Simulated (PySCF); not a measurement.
BrH₃SeSi, SMILES [SiH3][Se]Br. Atoms are numbered in the order given.

```xyz
6

Se     0.8728     0.5397     0.0000
Br    -0.3374    -1.4627     0.0000
Si    -0.9880     1.8790     0.0000
H     -0.4262     3.2629     0.0000
H     -1.8033     1.6383    -1.2232
H     -1.8033     1.6383     1.2232
```

Geometry optimised at PBE0-D3(BJ)/def2-SVP. The structure was generated by enumeration, and PubChem lists no compound with its InChIKey, so it may never have been made.

These are PBE0-D3(BJ)/def2-SVP (PySCF 2.14.0) values and carry that method's errors.

Frequencies are harmonic and unscaled.

```
mode  ν (cm⁻¹)  IR (km/mol)  moving atoms (share of kinetic energy)
----  --------  -----------  --------------------------------------
1          101          0.6       Si 44 %, Br 25 %, Se 19 %, H 13 %
2          152          0.0                                  H 97 %
3          301          4.0                        Br 51 %, Se 49 %
4          390         12.3                 Si 64 %, Se 27 %, H 9 %
5          583         10.1                         H 85 %, Si 12 %
6          586         10.1                                  H 92 %
7          889        310.1                                  H 92 %
8          912         45.0                                  H 97 %
9          945         50.4                                  H 97 %
10        2235         69.8                                  H 98 %
11        2256         59.4                                  H 96 %
12        2261         77.0                                  H 96 %
```
